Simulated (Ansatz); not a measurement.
Consider the ligand exchange at a Ga–C bond: `[GaH2][CH]1BO1` + `F[SiH2]N[SiH3]` → `F[SiH2][N]([SiH3])[GaH2]` + `B1CO1`.

Isolated molecules relaxed with PBE0-D4/def2-TZVP in Ansatz; ΔE leaves out vibrations. CCSD(T)/CBS adds triple-zeta CCSD(T) − MP2 to the extrapolated MP2 energy (def2 sets, frozen cores). This one scheme is used for every species. Functionals use def2-TZVPP. For Ga outer-core shells are correlated without core-valence functions, which leaves a few kJ/mol of doubt a bond. Scalar relativity is left out up to krypton. Each species was taken in one conformer, which may not be the lowest.

CCSD(T)/CBS gives -70.1 kJ/mol.

**Question.** Another level gave -65.8 kJ/mol. Which?
A. r2SCAN-D4/def2-TZVPP
B. PBE0/def2-TZVPP
C. CCSD(T)/def2-TZVPP
D. PBE/def2-TZVPP

**Answer.** A. r2SCAN-D4 -65.8, CCSD(T)/def2-TZVPP -72.0, PBE0 -60.9, PBE -56.7 kJ/mol.

Largest T1 diagnostic among the species: 0.016.

From PBE to PBE0 (25 % exact exchange), in def2-TZVPP and without D4, ΔE moves by −4.2 kJ/mol. The D4 term adds −8.8 kJ/mol with B3LYP and −4.8 kJ/mol with PBE0; it sums over pairs of atoms, weighted by their polarisabilities, and B3LYP, whose exchange is more repulsive, gets the larger term.

B3LYP here is the variant with VWN-RPA as its local correlation; programs differ in this.
